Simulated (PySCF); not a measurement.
# SMILES OC(/C(=C/C#C)Br)=O, C₅H₃BrO₂

Geometry:
| atom | x (Å) | y (Å) | z (Å) |
| --- | --- | --- | --- |
| C1 | 3.165 | 0.221 | -0.081 |
| C2 | 1.997 | 0.109 | -0.348 |
| C3 | 0.635 | -0.020 | -0.635 |
| C4 | -0.345 | 0.006 | 0.285 |
| Br5 | 0.002 | 0.223 | 2.129 |
| C6 | -1.758 | -0.138 | -0.115 |
| O7 | -2.109 | -0.283 | -1.259 |
| O8 | -2.601 | -0.093 | 0.916 |
| H9 | 4.187 | 0.318 | 0.138 |
| H10 | 0.349 | -0.149 | -1.672 |
| H11 | -3.518 | -0.191 | 0.617 |

Level of theory: GIAO wB97X-D/pcSseg-1 magnetisability, rotational g tensor and spin-rotation constants, non-relativistic, gas phase in PySCF. Geometry: GFN2-xTB.

The calculation is non-relativistic, which matters for the atoms heavier than Zn.

Question: What are the magnetisability and the molar susceptibility?

Answer: Isotropic -1306 × 10⁻³⁰ J/T², or -78.6 × 10⁻⁶ cm³/mol; principal values -1474, -1235, -1208 × 10⁻³⁰ J/T², anisotropy 254 × 10⁻³⁰ J/T² (root of half the summed squared differences of the principal values). The susceptibility is in cgs units.

Question: Split it along the inertial axes a, b, c into diamagnetic and paramagnetic parts about the centre of mass, with the quadrupole moment.

Answer: 
| axis | χ (10⁻⁶ cm³/mol) | diamagnetic (10⁻⁶ cm³/mol) | paramagnetic (10⁻⁶ cm³/mol) | summed x² of all electrons (Å²) | quadrupole Θ (D Å) |
| --- | --- | --- | --- | --- | --- |
| a | -72.9 | -682.9 | 610.1 | 233.4 | +15.92 |
| b | -74.3 | -1042.3 | 968.0 | 148.7 | -9.29 |
| c | -88.8 | -1620.8 | 1532.0 | 12.3 | -6.63 |

Anisotropies 2χaa − χbb − χcc = +17.4 and 2χbb − χaa − χcc = +13.1 × 10⁻⁶ cm³/mol. Θ is traceless in Buckingham's convention.

Question: And the rotational g tensor?

Answer: 
| axis | rotational constant (GHz) | g | nuclear part | electronic part |
| --- | --- | --- | --- | --- |
| a | 1.8208 | -0.0284 | 0.4935 | -0.5219 |
| b | 1.2033 | -0.0095 | 0.5377 | -0.5473 |
| c | 0.7245 | -0.0014 | 0.5201 | -0.5215 |

Asymmetric top; isotopes 79Br, 12C, 1H, 16O; no vibrational averaging.
